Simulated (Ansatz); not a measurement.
Dissociation curve of Te(Cl)4, SMILES Cl[Te](Cl)(Cl)Cl. The Te1–Cl5 bond (Te1 also carries Cl, Cl, Cl; Cl5 carries nothing else) is stretched with both fragments frozen at the PBE0/def2-TZVP, def2 effective core potentials past Kr optimised geometry.

Levels: RKS-PBE0 = restricted PBE0/def2-TZVP, def2 effective core potentials past Kr in Ansatz (a first-principles code); UKS-PBE0 = unrestricted PBE0/def2-TZVP, def2 effective core potentials past Kr run with Ansatz.

Energies relative to the lowest point of each curve near equilibrium, in kJ/mol:

| R / Å | RKS-PBE0 |
|---|---|
| 1.91 | 207.4 |
| 2.14 | 23.2 |
| 2.25 | 1.8 |
| 2.30 | 0.0 |
| 2.34 | 1.2 |
| 2.81 | 92.8 |
| 3.33 | 209.2 |
| 3.78 | 278.1 |
| 4.23 | 321.0 |
| 4.85 | 353.2 |
| 5.59 | 371.6 |
| 6.60 | 383.1 |

Question: Estimate the UKS-PBE0 values at these points.

Answer: 1.91: 207.4; 2.14: 23.2; 2.25: 1.8; 2.30: 0.0; 2.34: 1.2; 2.81: 92.8; 3.33: 197.7; 3.78: 231.3; 4.23: 242.7; 4.85: 244.6; 5.59: 245.6; 6.60: 246.2 (kJ/mol).

The restricted form behind RKS-PBE0 keeps the bonding electrons paired and can't separate into open-shell fragments. The unrestricted determinant behind UKS-PBE0 is spin-contaminated at 3.33 to 6.60 Å (<S²> up to 1.0, against 0.00 for a pure singlet).
